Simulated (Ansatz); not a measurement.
The cluster Pt3W. Charge 0, multiplicity 5. Geometry PBE-D4/def2-SVP; atoms count from 1.

```tsv
atom	x (Å)	y (Å)	z (Å)
W1	0.208	-0.161	0.404
Pt2	0.503	-0.788	2.567
Pt3	-0.708	-0.774	-1.800
Pt4	-0.003	1.723	-1.171
```

In the def2 sets Pt, W take a core potential; there is no spin–orbit coupling. At PBE0-D4/def2-TZVP a singlet of charge 0 lies 1.14 eV below the quintet, each at its own geometry. The structure comes from a short search, and lower isomers may exist.

Q: Estimate the Mulliken populations from the PBE0/def2-TZVP orbitals of Ansatz.

A: 
```tsv
atom	charge (e)	spin (α − β)	d electrons
W1	-0.03	2.42	4.13
Pt2	-0.15	-0.29	8.80
Pt3	0.09	0.94	8.79
Pt4	0.09	0.94	8.79
```
Mulliken values depend strongly on the basis.

Q: Where does the spin sit?

A: Summed by element: W 2.42, Pt 1.58, of 4 unpaired in all. Largest on single atoms: W1 2.42, Pt4 0.94, Pt3 0.94.

Q: And the Mayer bond orders between heavy atoms (over 0.3)?

A: W1–Pt2 2.29 (2.27 Å); W1–Pt3 1.32 (2.46 Å); W1–Pt4 1.32 (2.46 Å); Pt3–Pt4 0.90 (2.67 Å).
